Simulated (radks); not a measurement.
Excited configurations of the hafnium ion Hf3+: one electron is placed in a higher orbital outside [Xe] 4f14. The ground configuration is [Xe] 4f14 5d1. Calculated with a radial shooting solver on a logarithmic mesh with Libxc functionals: scalar-relativistic Kohn-Sham, PBE, spin-polarised, spherical densities, point nucleus; open shells are filled with parallel spins first (spin-orbit coupling, left out, can overturn this in heavy ions). Excitation = E - E(ground); binding = E(ion) - E, where the ion is the core of charge +4; n* = 4/sqrt(2 binding) in atomic units, and the quantum defect is n - n*.

outer orbital  excitation (eV)  binding (eV)     n*  quantum defect  eigenvalue (eV)  <r> (bohr)
5f                      18.732        14.337  3.897           1.103          -12.084       4.202
6p                       8.478        24.590  2.975           3.025          -21.645       3.258
6d                      16.634        16.435  3.639           2.361          -14.470       4.456
6f                      23.529         9.539  4.777           1.223           -8.307       7.267
7s                      16.355        16.713  3.609           3.391          -14.990       5.075
7p                      19.091        13.978  3.946           3.054          -12.477       5.845
7d                      22.815        10.253  4.608           2.392           -9.093       7.527
7f                      26.373         6.696  5.702           1.298           -5.948       11.07

Estimate the row for 6s.

Answer. excitation (eV) 1.537; binding (eV) 31.532; n* 2.628; quantum defect 3.372; eigenvalue (eV) -27.831; <r> (bohr) 2.728. The Delta-SCF ionisation energy is 33.069 eV (NIST Atomic Spectra Database: 33.37 eV, semi-empirical). Self-interaction in the functional shifts the binding energies and quantum defects, so they are the method's values and not measured ones. Open shells are spherical and high-spin; term and fine-structure splittings are not resolved. Spin-orbit splitting is averaged out at the scalar-relativistic level.
